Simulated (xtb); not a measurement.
YCl₃, SMILES [Cl][Y]([Cl])[Cl]. All values are semi-empirical tight-binding results from xtb (GFN2-xTB unless named), good for trends rather than for accurate numbers. Geometry: GFN2-xTB. The isomer is the one that the SMILES or the coordinates give; other isomers of the formula were not compared.

Optimised geometry:

```xyz
4

Y      0.0000     0.0000    -0.7504
Cl     1.7424    -1.0060     0.5738
Cl    -1.7424    -1.0060     0.5738
Cl     0.0000     2.0120     0.5738
```

For metal compounds this method's bond lengths and energies can be far off.

Computed properties:
```
Property                                       Result
-------------------------------------  --------------
point group as xtb finds it                       C3v
orbital gap                                   1.19 eV
zero-point energy                        1.5 kcal/mol
G − E(el) at 298.15 K (modified RRHO)  -18.9 kcal/mol
```

Task: Give the atomic charges and the Wiberg bond orders between heavy atoms. (Estimate from the structure and the level; the computed values follow.)

Result: charges (e) Y1 0.56, Cl2 -0.19, Cl3 -0.19, Cl4 -0.19. Bond orders Y1–Cl2 0.98, Y1–Cl3 0.98, Y1–Cl4 0.98.
